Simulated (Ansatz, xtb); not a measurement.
# Two isomers of C5H4N2S

Structure I: `Cc1csnc1C#N`, a singlet. Structure II: `N#Cc1csc(N)c1`, a singlet. Both are isolated molecules in the gas phase, relaxed with r2SCAN-D4/def2-SVP; the shapes shown needn't be the lowest conformers.

I (Å):

```csv
atom,x (Å),y (Å),z (Å)
C,-1.1421,1.7476,-0.0202
C,-0.9208,0.4965,-0.8079
C,-0.6335,0.3975,-2.1529
C,-0.9771,-0.8326,-0.2590
C,-1.2568,-1.0796,1.1231
N,-0.7585,-1.8528,-1.0824
N,-1.4891,-1.2153,2.2565
S,-0.4673,-1.2528,-2.5939
H,-1.0482,2.6399,-0.6532
H,-0.4142,1.8278,0.8030
H,-2.1439,1.7512,0.4385
H,-0.5187,1.2111,-2.8714
```

II (Å):

```xyz
12

C    -1.9168    0.5979   -2.8579
C    -1.4260    0.1675   -1.5922
C    -1.1997   -1.1618   -1.2882
C    -0.6395    0.3952    0.5953
C    -1.1043    1.0630   -0.5182
N    -2.3175    0.9589   -3.8920
N    -0.3066    0.9031    1.8326
S    -0.6070   -1.3323    0.3219
H    -1.3434   -2.0330   -1.9246
H    -0.1433    1.9046    1.8444
H     0.3997    0.3930    2.3524
H    -1.2138    2.1465   -0.5784
```

Which of the two would you expect CCSD(T)/def2-SVP + ΔMP2/def2-TZVPP electronic energies to favour?

Too close to call at this level: CCSD(T)/def2-SVP + ΔMP2/def2-TZVPP gives E(II) − E(I) = +0.039 eV.

How the difference moves with the method:

```tsv
level	geometry	E(II) − E(I) (eV)	departure from the last row (eV)	job, with rough time for the two
GFN2-xTB	GFN2-xTB	+0.276	+0.236	optimisation, 0.68 s
HF/STO-3G	GFN2-xTB	+0.305	+0.265	single point, 0.47 s
r2SCAN-D4/def2-SVP//GFN2-xTB	GFN2-xTB	−0.191	−0.230	single point, 4.4 s
r2SCAN-D4/def2-SVP	r2SCAN-D4/def2-SVP	−0.165	−0.205	optimisation, 42 s
HF/def2-SVP	r2SCAN-D4/def2-SVP	−0.275	−0.314	part of the CCSD(T) run
MP2/def2-SVP	r2SCAN-D4/def2-SVP	−0.021	−0.060	part of the CCSD(T) run
CCSD(T)/def2-SVP	r2SCAN-D4/def2-SVP	−0.028	−0.068	single point
CCSD(T)/def2-SVP + ΔMP2/def2-TZVPP	r2SCAN-D4/def2-SVP	+0.039		single point, 73 s
```

As drawn, II has 1 C∷C, 1 C∷S, 1 C–N, 2 N–H in place of 1 C–C, 1 N∷S, 1 C∷N, 2 C–H (∷ is an aromatic bond).

The largest departure from CCSD(T)/def2-SVP + ΔMP2/def2-TZVPP is that of HF/def2-SVP, 0.314 eV. The last row adds to CCSD(T) the change of the MP2 difference between the two basis sets, here +0.068 eV.

With thermal terms from frequencies at re-optimised GFN2-xTB minima (ideal gas, soft modes damped towards free rotors, one conformer each, 298.15 K, 1 atm): the zero-point term adds −0.004 eV; ΔH is +0.033 and ΔG +0.054 eV.

The correlated steps freeze 12 core orbitals. Programs: Ansatz 0.2.0, xtb 6.7.1; the last row on 4 threads of Arm Neoverse V1 on a shared host.
